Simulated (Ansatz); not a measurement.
Process, species as SMILES: [BH2-][NH3+] (BH2-NH3) → [BH2-2][NH3+] (an electron is taken up)
B3LYP-D3(BJ)/def2-TZVP geometries, fixed; electronic energies without zero-point terms; positive where energy is released.

Effect of a fitting basis named in the input at r2SCAN/cc-pVTZ with Ansatz (a first-principles code), against the last row, where the adiabatic electron affinity is -1.57 eV (the electron is unbound at this level). Open shells are unrestricted. The default fits or decomposes integrals by the program's own choice; accuracy: high also tightens integrals, grids and stops.

| setting | largest shift of a total energy (mEh) | shift of the adiabatic electron affinity (eV) |
|---|---|---|
| fitting: def2-SV(P)-JKFIT | -0.065 | 0.000 |
| fitting: def2-universal-JKFIT | -0.065 | 0.000 |
| fitting: cc-pVTZ-JKFIT | -0.106 | 0.002 |
| fitting: cc-pVQZ-JKFIT | -0.047 | 0.001 |
| fitting: cc-pV5Z-JKFIT | -0.014 | 0.000 |
| fitting: def2-universal-JFIT | -0.713 | 0.014 |
| accuracy: high | 0.003 | 0.000 |
| accuracy: medium (default) | 0.000 | 0.000 |

Within 0.005 eV in the adiabatic electron affinity: fitting: def2-SV(P)-JKFIT; fitting: def2-universal-JKFIT; fitting: cc-pVTZ-JKFIT; fitting: cc-pVQZ-JKFIT; fitting: cc-pV5Z-JKFIT; accuracy: high. The largest shift is 0.713 mEh in a total energy and 0.014 eV in the difference.
